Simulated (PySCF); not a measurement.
Job file and geometry (Å, from GFN2-xTB) of an NMR shielding run on SMILES B([C@H]1C=C(C)C1)B(Cl)Cl, C₅H₈B₂Cl₂, GIAO PBE0/pcSseg-1 NMR shielding, non-relativistic, gas phase in PySCF 2.14.0, density-fitted response routines; density fitting, a coarse starting grid and PySCF grid level 2 are the driver's defaults:

```
$ OMP_NUM_THREADS=1 python probes_run.py task.json out

{"job": {"kind": "nmr", "xc": "PBE0", "basis": "pcSseg-1"}, "charge": 0, "multiplicity": 1}
C     -2.572518     0.522340     0.810440
C     -1.345326    -0.018011     0.179760
C     -0.734878    -1.200605     0.139821
C      0.399756    -0.712893    -0.737138
B      1.887697    -0.882860    -0.258781
B      2.993636     0.353120    -0.327460
Cl     3.241030     1.461958     0.981147
Cl     3.970870     0.628026    -1.733547
C     -0.325577     0.665573    -0.696897
H     -3.243322     0.922882     0.050177
H     -3.090549    -0.255331     1.366602
H     -2.319054     1.335801     1.490337
H     -0.929592    -2.166238     0.567658
H      0.350229    -1.167246    -1.735513
H      2.174980    -1.956687     0.117734
H      0.238260     1.463004    -0.215893
H     -0.702639     1.019196    -1.655406
```

Question: What does the program print?

Answer: 
```
coarse grid: 15816 points
cycle   1  E = -1164.6761582098  dE =  1.219e+00  |g| = 4.115e-01  |ddm| = 3.857e+00
cycle   2  E = -1164.6661083593  dE =  1.005e-02  |g| = 4.704e-01  |ddm| = 9.122e-01
cycle   3  E = -1164.7241252746  dE = -5.802e-02  |g| = 5.770e-02  |ddm| = 5.315e-01
cycle   4  E = -1164.7249168135  dE = -7.915e-04  |g| = 2.322e-02  |ddm| = 8.532e-02
cycle   5  E = -1164.7250553753  dE = -1.386e-04  |g| = 5.266e-03  |ddm| = 2.474e-02
cycle   6  E = -1164.7250618042  dE = -6.429e-06  |g| = 1.481e-03  |ddm| = 6.395e-03
final grid: 144928 points
cycle   7  E = -1164.7734389779  dE = -4.945e-05  |g| = 8.671e-03  |ddm| = 3.846e-02
cycle   8  E = -1164.7734320468  dE =  6.931e-06  |g| = 9.985e-03  |ddm| = 1.910e-02
cycle   9  E = -1164.7734585278  dE = -2.648e-05  |g| = 9.421e-04  |ddm| = 1.065e-02
cycle  10  E = -1164.7734586846  dE = -1.568e-07  |g| = 2.741e-04  |ddm| = 1.016e-03
cycle  11  E = -1164.7734587007  dE = -1.614e-08  |g| = 8.814e-05  |ddm| = 2.744e-04
cycle  12  E = -1164.7734587023  dE = -1.583e-09  |g| = 3.880e-05  |ddm| = 1.175e-04
cycle  13  E = -1164.7734587027  dE = -3.829e-10  |g| = 5.559e-06  |ddm| = 3.920e-05
converged SCF energy = -1164.7734587027

GIAO shielding tensors (ppm)
atom      isotropic    diamagn.    paramagn.     s11        s22        s33       span
  0 C      167.366     245.269     -77.903    151.064    162.514    188.519     37.455
  1 C       33.043     263.970    -230.927    -77.450     30.398    146.181    223.631
  2 C       50.667     252.267    -201.600    -49.489     74.543    126.948    176.437
  3 C      137.188     252.021    -114.832    107.204    140.630    163.730     56.526
  4 B       10.524     189.122    -178.598    -61.688    -28.111    121.371    183.059
  5 B       27.896     192.593    -164.697    -48.898     28.276    104.309    153.207
  6 Cl     635.749    1147.916    -512.167    306.203    655.682    945.361    639.158
  7 Cl     632.844    1146.658    -513.813    305.088    653.166    940.278    635.190
  8 C      145.864     249.747    -103.883    135.753    141.053    160.787     25.034
  9 H       29.903      27.640       2.263     25.949     28.102     35.658      9.709
 10 H       29.738      27.994       1.743     25.959     28.108     35.146      9.187
 11 H       29.878      28.664       1.214     25.625     28.664     35.346      9.721
 12 H       25.652      34.380      -8.728     24.309     24.775     27.872      3.563
 13 H       28.720      30.212      -1.491     25.962     27.083     33.116      7.155
 14 H       23.309      28.532      -5.224     15.779     26.113     28.035     12.256
 15 H       29.024      32.343      -3.320     25.376     27.821     33.875      8.499
 16 H       28.982      31.322      -2.340     26.612     27.521     32.815      6.203
```

Size and cost of the density-fitted run: 207 basis functions, 69 s wall time on 1 thread of an Arm Neoverse N1, shared host; peak memory 0.93 GiB.
